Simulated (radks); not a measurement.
The numbers below are computed, except where a source is named.
All-electron atom: Sc XVII in [He] 2s2 2p1.

Level of theory: Dirac Kohn-Sham, LDA (Slater exchange, Perdew-Wang correlation), spin-unpolarised, spherical densities, finite nucleus; open shells fill j = l - 1/2 first; Fermi nuclear charge, rms radius 3.5459 fm (a radial shooting solver on a logarithmic mesh with Libxc functionals).

Energy parts (eV):
part                      energy
total                 -15256.161
kinetic                15431.727
electron-nucleus      -31985.912
Hartree                 1771.542
exchange-correlation    -473.518

Orbitals (lengths in bohr, moments of r in powers of bohr):
orbital  occ.  eigenvalue (eV)     <r^2>      <r^4>  <1/r>      <r>
1s1/2       2        -5195.924  0.007107  0.0001289  20.81  0.07277
2s1/2       2        -1099.117    0.1130    0.02131  4.806   0.3107
2p1/2       1        -1048.922   0.08612    0.01422  4.748   0.2667
2p3/2       0        -1042.674   0.08730    0.01457  4.696   0.2687
3s1/2       0        -448.5328    0.6149     0.5476  2.019   0.7355
3p1/2       0        -432.9671    0.5668     0.4829  1.994   0.7011
3p3/2       0        -431.2886    0.5714     0.4904  1.979   0.7041
3d3/2       0        -415.4431    0.4228     0.2920  1.935   0.6068
3d5/2       0        -415.0097    0.4240     0.2935  1.931   0.6077

The highest occupied level is 2p1/2 at -1048.9 eV. The electron density at the nucleus is 7324 e/bohr^3. The density falls to 0.001 e/bohr^3 at r = 0.93 bohr. Summed over all electrons, <r^2> = 0.3264 bohr^2, which gives a Langevin (diamagnetic) susceptibility term of -0.258 x 10^-6 cm^3/mol. For comparison, the ionisation energy in NIST's Atomic Spectra Database is 1093.5 eV (semi-empirical). In exact Kohn-Sham theory the highest level is minus the ionisation energy, but local and semilocal functionals leave it too shallow, through self-interaction and a potential that decays too fast; potentials with the right tail come closer.

Beside tabulated values, note that spin-unpolarised runs miss the spin-polarisation part of the exchange energy of open shells.
